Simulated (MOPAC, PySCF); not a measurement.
C4H6O, SMILES `O=CC1CC1` (O–C–C–C torsion 147°), neutral singlet in the gas phase. 

Cartesian coordinates (Å):
SMILES: O=CC1CC1
```xyz
11

O      2.4944     0.9016    -0.2805
C      1.5469     0.2413     0.0646
C      0.1524     0.4833    -0.3393
C     -0.9391     0.1591     0.6668
C     -0.7524    -0.7253    -0.5103
H      1.6804    -0.6327     0.7426
H      0.0052     1.3284    -0.9977
H     -0.6257    -0.2065     1.6360
H     -1.7852     0.8310     0.6902
H     -1.4664    -0.6797    -1.3202
H     -0.3104    -1.7005    -0.3523
```
Charge 0, multiplicity 1.

All levels are single points at this geometry (B3LYP-D3(BJ)/def2-TZVP); Pople sets use spherical d functions. Orbital energies aren't observables, and empty levels follow the basis.

PBE/6-31G* in PySCF gives HOMO (eV) = -5.35.

### Question
Estimate the HOMO (eV) from each of these levels: B3LYP-D3(BJ)/def2-TZVP in PySCF; M06-2X/def2-TZVP in PySCF; B3LYP/3-21G in PySCF; B3LYP/6-31G* in PySCF; BP86/6-31G* in PySCF; M06-2X/6-31G* in PySCF; SVWN5/6-31G* in PySCF; PM7 in MOPAC.

### Answer

```
level                            HOMO (eV)
-------------------------------  ---------
B3LYP-D3(BJ)/def2-TZVP in PySCF      -7.13
M06-2X/def2-TZVP in PySCF            -8.99
B3LYP/3-21G in PySCF                 -6.57
B3LYP/6-31G* in PySCF                -6.76
BP86/6-31G* in PySCF                 -5.48
M06-2X/6-31G* in PySCF               -8.70
SVWN5/6-31G* in PySCF                -5.47
PM7 in MOPAC                        -10.27
```
